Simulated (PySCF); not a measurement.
Species: C7H5NOS.
SMILES with atom numbers: `[O:1]=[CH:2][c:3]1[cH:4][s:5][c:6]2[cH:7][cH:8][nH:9][c:10]12` (hydrogens: H11 on C2; H12 on C4; H13 on C7; H14 on C8; H15 on N9)

The same species was optimised twice, with GFN2-xTB and with PBE0-D3(BJ)/def2-SVP (PySCF), and the same property calculations (PySCF, gas phase) were run on both structures.

```tsv
coordinate	GFN2-xTB	PBE0-D3(BJ)/def2-SVP	change
C6–C7 (Å)	1.407	1.421	+0.014
C7–C8 (Å)	1.373	1.384	+0.011
C2–C3 (Å)	1.446	1.456	+0.010
C8–N9 (Å)	1.364	1.372	+0.008
N9–C10 (Å)	1.352	1.358	+0.006
C3–C4 (Å)	1.376	1.382	+0.006
C4–S5 (Å)	1.720	1.723	+0.003
O1=C2 (Å)	1.211	1.213	+0.002
C3–C10 (Å)	1.423	1.425	+0.002
C6–C10 (Å)	1.395	1.393	-0.002
S5–C6 (Å)	1.733	1.733	0.000
O1–C2–C3 (°)	124.1	122.7	-1.4
C3–C4–S5 (°)	114.4	113.5	-0.9
C4–S5–C6 (°)	90.9	91.8	+0.9
S5–C6–C10 (°)	110.6	110.0	-0.6
C3–C10–N9 (°)	137.6	137.0	-0.6
C2–C3–C10 (°)	123.9	123.3	-0.6
S5–C6–C7 (°)	141.6	142.1	+0.5
C3–C10–C6 (°)	114.3	114.8	+0.5
O1–C2–C3–C4 (°)	180	180	0
```

Rotational constants: A = 1693, B = 1268, C = 725.0 MHz (GFN2-xTB) against A = 1677, B = 1274, C = 723.9 MHz (PBE0-D3(BJ)/def2-SVP). Point groups within 0.08 Å: Cs and Cs.

On the GFN2-xTB structure: lowest singlet, TDDFT (eV) 4.10 [wB97X-D/def2-SVPD]; isotropic polarisability (au) 108.9 [wB97X-D/def2-SVPD]; HOMO (eV) -8.01 [wB97X-D/def2-SVPD]; LUMO (eV) -0.13 [wB97X-D/def2-SVPD]; dipole (D) 1.23 [wB97X-D/def2-SVPD].

**Question.** What do these properties become on the PBE0-D3(BJ)/def2-SVP structure?

**Answer.** 
```json
{"property": "lowest singlet, TDDFT (eV)", "level": "wB97X-D/def2-SVPD", "on GFN2-xTB": "4.10", "on PBE0-D3(BJ)/def2-SVP": "4.10", "change": "0.00"}
{"property": "isotropic polarisability (au)", "level": "wB97X-D/def2-SVPD", "on GFN2-xTB": "108.9", "on PBE0-D3(BJ)/def2-SVP": "109.9", "change": "+1.0"}
{"property": "HOMO (eV)", "level": "wB97X-D/def2-SVPD", "on GFN2-xTB": "-8.01", "on PBE0-D3(BJ)/def2-SVP": "-8.01", "change": "0.00"}
{"property": "LUMO (eV)", "level": "wB97X-D/def2-SVPD", "on GFN2-xTB": "-0.13", "on PBE0-D3(BJ)/def2-SVP": "-0.14", "change": "-0.01"}
{"property": "dipole (D)", "level": "wB97X-D/def2-SVPD", "on GFN2-xTB": "1.23", "on PBE0-D3(BJ)/def2-SVP": "1.08", "change": "-0.15"}
{"property": "energy, GFN2-xTB geometry as zero (kcal/mol)", "level": "wB97X-D/def2-SVPD", "on GFN2-xTB": "0.0", "on PBE0-D3(BJ)/def2-SVP": "-0.9", "change": "-0.9"}
```

The heavy atoms differ by 0.017 Å rms after alignment. Among bonds between heavy atoms C6–C7 changes most (+0.014 Å). Changes are differences of the printed values. Neither structure is proved a minimum here.

Shape of the structure used: `[O:1]=[CH:2][c:3]1[cH:4][s:5][c:6]2[cH:7][cH:8][nH:9][c:10]12`: O1–C2–C3–C4 180°.

The pairwise dispersion term of wB97X-D wasn't added to the energies; at a given geometry it leaves orbitals and properties as they are.
